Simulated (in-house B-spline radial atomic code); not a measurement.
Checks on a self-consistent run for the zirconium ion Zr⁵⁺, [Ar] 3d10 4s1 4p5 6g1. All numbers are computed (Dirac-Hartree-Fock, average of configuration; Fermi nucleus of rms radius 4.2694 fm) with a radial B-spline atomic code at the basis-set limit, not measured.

```json
{"orbital": "1s1/2", "q": "2", "ε (Eh)": "-668.56364", "<1/r>": "41.26", "<r²>": "0.00185164", "small-component weight": "0.021218"}
{"orbital": "2s1/2", "q": "2", "ε (Eh)": "-97.84721", "<1/r>": "9.36832", "<r²>": "0.0309702", "small-component weight": "0.0043335"}
{"orbital": "2p1/2", "q": "2", "ε (Eh)": "-89.51513", "<1/r>": "9.30763", "<r²>": "0.0236201", "small-component weight": "0.0043052"}
{"orbital": "2p3/2", "q": "4", "ε (Eh)": "-86.33715", "<1/r>": "8.91015", "<r²>": "0.0249893", "small-component weight": "0.0041783"}
{"orbital": "3s1/2", "q": "2", "ε (Eh)": "-19.62585", "<1/r>": "3.17708", "<r²>": "0.237469", "small-component weight": "0.0011298"}
{"orbital": "3p1/2", "q": "2", "ε (Eh)": "-16.47626", "<1/r>": "3.06803", "<r²>": "0.238152", "small-component weight": "0.001074"}
{"orbital": "3p3/2", "q": "4", "ε (Eh)": "-15.94827", "<1/r>": "2.97603", "<r²>": "0.248344", "small-component weight": "0.0010423"}
{"orbital": "3d3/2", "q": "4", "ε (Eh)": "-10.39833", "<1/r>": "2.76484", "<r²>": "0.240168", "small-component weight": "0.000921"}
{"orbital": "3d5/2", "q": "6", "ε (Eh)": "-10.30260", "<1/r>": "2.74059", "<r²>": "0.243652", "small-component weight": "0.0009113"}
{"orbital": "4s1/2", "q": "1", "ε (Eh)": "-5.14525", "<1/r>": "1.16844", "<r²>": "1.4929", "small-component weight": "0.0002552"}
{"orbital": "4p1/2", "q": "1.6667", "ε (Eh)": "-4.06581", "<1/r>": "1.07062", "<r²>": "1.74393", "small-component weight": "0.00022203"}
{"orbital": "4p3/2", "q": "3.3333", "ε (Eh)": "-3.98393", "<1/r>": "1.04811", "<r²>": "1.80288", "small-component weight": "0.00021627"}
{"orbital": "6g7/2", "q": "0.44444", "ε (Eh)": "-0.50231", "<1/r>": "0.169222", "<r²>": "59.5731", "small-component weight": "1.3729e-05"}
{"orbital": "6g9/2", "q": "0.55556", "ε (Eh)": "-0.50232", "<1/r>": "0.169231", "<r²>": "59.5694", "small-component weight": "1.3731e-05"}
```

Electron-electron repulsion V_ee = 1265.1163 hartree.

**Question.** What total energy follows from the eigenvalues?

**Answer.** The eigenvalues count the repulsion twice, so E = Σqε - V_ee = -2322.310 - 1265.116 = -3587.427 hartree; the run printed -3587.427.

**Question.** Does the Dirac virial theorem hold?

**Answer.** For a point nucleus E = -2c²Σq·w, with w the small-component weight. Here Σq·w = 0.095516 and c = 137.0360, so the ratio E/(-2c²Σq·w) is 1.000022; the finite nucleus accounts for the departure from 1.

**Question.** What diamagnetic shielding (Lamb formula) and susceptibility (Langevin formula) do the radii give?

**Answer.** σ = (α²/3)Σq<1/r> = 214.025/(3·137.036²) = 3799 ppm, and χ = -0.79199×10⁻⁶·Σq<r²> = -59.05×10⁻⁶ cm³/mol with Σq<r²> = 74.56 bohr². Both are non-relativistic formulas without the paramagnetism of open shells.
